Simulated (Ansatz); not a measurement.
CH₅GeO (`[CH2][GeH2][OH]`) radical. The species carries charge 0 and has multiplicity 2.

```xyz
8

C     0.907    1.134    0.049
Ge   -0.293   -0.317    0.357
O    -0.625   -0.955   -1.275
H     1.319    1.735    0.851
H     1.210    1.392   -0.960
H    -1.617    0.137    1.015
H     0.332   -1.428    1.233
H    -1.232   -1.698   -1.270
```

List the harmonic frequencies (cm⁻¹, unscaled) at PBE0-D4/def2-TZVP in Ansatz. (Estimate.)

The calculation gave: 45, 169, 206, 456, 569, 644, 666, 673, 712, 821, 891, 935, 1372, 2101, 2118, 3155, 3266, 3907.

Is this a minimum?

Yes, all 18 modes are real.

Give the ideal-gas thermochemistry at 298.15 K and 1 bar (rigid rotor, harmonic oscillator; point group Cs, symmetry number 1).

Zero-point energy 135.8 kJ/mol; H(298) − E = 153.9 kJ/mol; entropy 326.5 J/(mol·K), of which translation 167.0, rotation 100.8, vibration 53.0, electronic 5.8; G(298) − E = 56.6 kJ/mol. Modes under 100 cm⁻¹ are hindered rotations or soft bends, so the harmonic entropy is rough.

And at 400, 500, 600, 800 and 1000 K?


| T (K) | H − E (kJ/mol) | S (J/mol/K) | G − E (kJ/mol) |
| --- | --- | --- | --- |
| 400 | 163.8 | 355.0 | 21.8 |
| 500 | 174.9 | 379.5 | -14.9 |
| 600 | 186.8 | 401.3 | -54.0 |
| 800 | 212.9 | 438.7 | -138.1 |
| 1000 | 241.1 | 470.2 | -229.1 |
